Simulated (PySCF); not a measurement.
C3H4, SMILES C1C=C1. Heavy atoms are numbered as in [CH:1]1=[CH:2][CH2:3]1. Hydrogens are named by the atom that carries them.

Geometry: B3LYP-D3(BJ)/def2-TZVP.

Calculation: B3LYP/pcSseg-2 (PySCF).

GIAO shieldings, no solvent; atoms alike by connectivity are averaged. δ = σ(ref) − σ: ¹³C against TMS (σ = 181.3 ppm); ¹H against TMS (σ = 31.68 ppm), references at their B3LYP-D3(BJ)/def2-TZVP geometries, non-relativistic.

```json
[
 {"nucleus": "¹³C", "atoms": "C1 (CH)", "count": "2", "δ (ppm)": "120.6"},
 {"nucleus": "¹³C", "atoms": "C3 (CH2)", "count": "1", "δ (ppm)": "3.6"},
 {"nucleus": "¹H", "atoms": "H on C1", "count": "2", "δ (ppm)": "7.41"},
 {"nucleus": "¹H", "atoms": "H on C3", "count": "2", "δ (ppm)": "1.05"}
]
```
